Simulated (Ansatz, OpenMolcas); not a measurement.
## Predicting a hybrid from its neighbours: GeH2Cl2O

GeH2Cl2O has 6 atoms, charge 0, and is taken as a singlet. SMILES: `[OH][GeH]([Cl])[Cl]`. The coordinates come from a PBE0-D4/def2-TZVP relaxation. This is one conformer, not always the lowest.

The vertical ionisation energy (to the doublet cation) y, in eV, basis cc-pVDZ; a is the functional's share of exact exchange. Programs: Ansatz 0.2.0, OpenMolcas 26.06.

| functional | program | a | y (eV) |
| --- | --- | --- | --- |
| TPSS | OpenMolcas | 0 | 10.72 |
| BLYP | Ansatz | 0 | 10.42 |
| B3LYP | Ansatz | 0.2 | 11.13 |
| PBE0 | Ansatz | 0.25 | ? |
| r2SCAN0 | Ansatz | 0.25 | 11.52 |
| BHLYP | Ansatz | 0.5 | 11.67 |

Fit y = c + s·a to the known rows and predict PBE0.


1. Means of the 5 rows: a = 0.1900, y = 11.092.
2. Σ(Δa)² = 0.172, Σ(Δa·Δy) = 0.4036, so the slope is 0.4036/0.172 = 2.3465.
3. Intercept: 11.092 − (2.3465) × 0.1900 = 10.646. The largest residual of the fit is 0.29.
4. PBE0: 10.646 + (2.3465) × 0.25 = 11.23 eV.

The run gave 11.29 eV, so the prediction is off by -0.06 eV, within the largest residual. The rows mix families of semi-local functionals, which the line can't see.
